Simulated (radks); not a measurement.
Charge is removed step by step from the 4s down level of neutral vanadium, starting from [Ar] 3d3 4s(up 1, down 1). Calculated with a radial shooting solver on a logarithmic mesh with Libxc functionals: non-relativistic Kohn-Sham, r2SCAN, spin-polarised, spherical densities, point nucleus; open shells are filled with parallel spins first; meta-GGA in the generalised Kohn-Sham scheme.

removed (e),E - E(0) (eV),eigenvalue (eV)
0,0.000,-4.325
0.25,1.233,-5.538
0.5,2.766,-6.707
0.75,4.574,-7.718

The mean slope of the eigenvalue, de/dn, is 4.52 eV per electron.
